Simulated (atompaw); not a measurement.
# Logarithmic derivatives: Si (Z = 14), PAW (atompaw)

* Element: silicon (Si)
* Generator: atompaw 4.2.0.5
* Type: PAW
* Functional: LDA (PW92)
* Relativity: scalar-relativistic
* Frozen core: [Ne]
* Valence charge: 4
* Reference configuration: 3s2 3p1 (charge +1)
* Partial waves: 3s (bound): rc 1.60 bohr; 3s channel at -0.8 Ry: rc 1.60 bohr; 3p (bound): rc 1.60 bohr; 3p channel at 0.4 Ry: rc 1.60 bohr; 3d channel at 0.35 Ry: rc 1.50 bohr
* Local potential: bessel scheme, radius 1.10 bohr
* Core correction: smooth core density matched at 1.55 bohr
* Augmentation charge: besselshape compensation charge, radius 1.30 bohr; PAW radius 1.60 bohr; waves and projectors: custom polynom2 7 10 vanderbiltortho

The phase is arctan(r·u′/u) with u = r·R(r), unwrapped; energies in Ry, scanned from -3 to 5 Ry. A pole is an energy at which the radial function vanishes at the test radius. The pseudo phase is shifted by a multiple of π to meet the all-electron one at the reference energy, and phase errors are pseudo minus all-electron; the curves can meet again beyond the range given. Levels narrower than the energy grid can be missing from the lists of poles.

```csv
channel,radius (bohr),reference energy (Ry),"poles, all-electron","poles, pseudo",unbroken range about the reference energy with phases within 0.05 rad,phase error 1 Ry above the reference energy (rad)
s,1.60,-1.40,4.89,4.92,the whole range,+0.000
p,1.60,-0.86,none,1.92,below 1.8,-0.000
d,1.60,0.35,none,none,below 2.0,+0.030
```

Note: ghost state, extra bound levels that the all-electron valence spectrum of the same l lacks: s at -145.3 eV. A true bound ghost makes a file unfit for plane-wave use.

Phases in the s channel:

| E (Ry) | all-electron | pseudo |
| --- | --- | --- |
| -3.00 | 0.962 | 0.962 |
| -2.52 | 0.845 | 0.845 |
| -2.04 | 0.669 | 0.669 |
| -1.56 | 0.399 | 0.400 |
| -1.08 | 0.012 | 0.012 |
| -0.60 | -0.423 | -0.423 |
| -0.12 | -0.775 | -0.775 |
| 0.36 | -1.011 | -1.010 |
| 0.84 | -1.165 | -1.165 |
| 1.32 | -1.270 | -1.270 |
| 1.80 | -1.345 | -1.345 |
| 2.28 | -1.402 | -1.401 |
| 2.76 | -1.446 | -1.446 |
| 3.24 | -1.482 | -1.482 |
| 3.72 | -1.512 | -1.512 |
| 4.20 | -1.538 | -1.537 |
| 4.68 | -1.561 | -1.560 |
